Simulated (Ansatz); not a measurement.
`FCOC(F)F` and `FC(F)OC(F)F` differ in one atom or group.

Ansatz, PBE0-D4/def2-TZVP geometries, multiplicity 1. Each molecule was computed in one conformer, which needn't be the lowest.

| property | `FCOC(F)F` |
| --- | --- |
| HOMO energy (ωB97M-V/def2-TZVPP) / eV | -12.35 |
| ideal-gas entropy at 298 K and 1 bar (rigid rotor, harmonic PBE0-D4/def2-TZVP) / J/(mol·K) | 328 |
| HOMO–LUMO gap (ωB97M-V/def2-TZVPP) / eV | 15.39 |
| size of the dipole moment (PBE/def2-TZVPP) / D | 1.47 |
| size of the dipole moment (B3LYP/def2-TZVPP) / D | 1.60 |
| HOMO energy (PBE0/def2-TZVPP) / eV | -9.90 |

(1) Give the same properties after the change, and the shifts. (An estimate is asked.)

Answers

(1) Computed: 
| property | `FC(F)OC(F)F` | shift |
| --- | --- | --- |
| HOMO energy (ωB97M-V/def2-TZVPP) / eV | -12.94 | -0.59 |
| ideal-gas entropy at 298 K and 1 bar (rigid rotor, harmonic PBE0-D4/def2-TZVP) / J/(mol·K) | 351 | 23 |
| HOMO–LUMO gap (ωB97M-V/def2-TZVPP) / eV | 15.58 | 0.19 |
| size of the dipole moment (PBE/def2-TZVPP) / D | 2.52 | 1.05 |
| size of the dipole moment (B3LYP/def2-TZVPP) / D | 2.77 | 1.17 |
| HOMO energy (PBE0/def2-TZVPP) / eV | -10.48 | -0.58 |

With PBE0 the HOMO falls by 0.58 eV and the LUMO falls by 0.38 eV, so the gap widens by about 0.20 eV. PBE moves the HOMO by -0.50 eV and ωB97M-V by -0.59 eV. Dipoles are sizes alone; their direction can turn. Modes under 60 cm⁻¹, often nearly free rotors, make the harmonic entropy too high.

B3LYP here is the variant with VWN-RPA as its local correlation; programs differ in this.
